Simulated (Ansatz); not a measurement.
**AlH3OSSn: where a starting geometry ends**

The starting geometry of this gas-phase singlet was optimised with GFN2-xTB.

```xyz
7

Al    0.6482    0.1069    0.9664
O    -0.3871   -0.8307    1.8047
S     1.1653   -0.7850   -1.2213
Sn    2.2986    1.2165   -0.8869
H    -0.9894   -1.4355    2.2118
H     0.2058    1.6372    0.5519
H     2.1695    0.3571    1.5380
```

Question: Where would you expect an optimisation with B3LYP-D3(BJ)/def2-SVP to take it?

Answer: New bonds form, giving a structure with H6 bridging Al1 and Sn4, H7 bridging Al1 and Sn4, given below by its coordinates. Distances that change by over a tenth: Al1–S3 (2.42 → 2.18 Å), Al1–H6 (1.65 → 1.81 Å), Al1–H7 (1.64 → 1.81 Å), S3–Sn4 (2.32 → 2.60 Å). Contacts that close: Sn4–H6 (2.57 → 2.01 Å), Sn4–H7 (2.58 → 2.01 Å).

The energy falls by 0.53 eV over 12 steps:

```csv
step,E − E(last) (eV)
1,0.533
2,0.429
3,0.314
5,0.102
6,0.067
7,0.039
8,0.018
10,0.001
11,0.000
12,0.000
```

Final geometry (Å):

```tsv
atom	x (Å)	y (Å)	z (Å)
Al	0.5501	-0.1813	0.7860
O	-0.4216	-0.6658	2.0890
S	1.1187	-0.8466	-1.2064
Sn	2.2220	1.4011	-0.4916
H	-0.9666	-1.4557	2.1396
H	0.4251	1.5800	0.3812
H	2.1832	0.4347	1.2668
```

Frequencies at the end are all real (lowest 99 cm⁻¹). Atoms past krypton carry core potentials, without spin–orbit terms. Run with Ansatz 0.2.0, 29 s on 1 thread of Intel(R) Xeon(R) 6975P-C (Granite Rapids) (shared host).
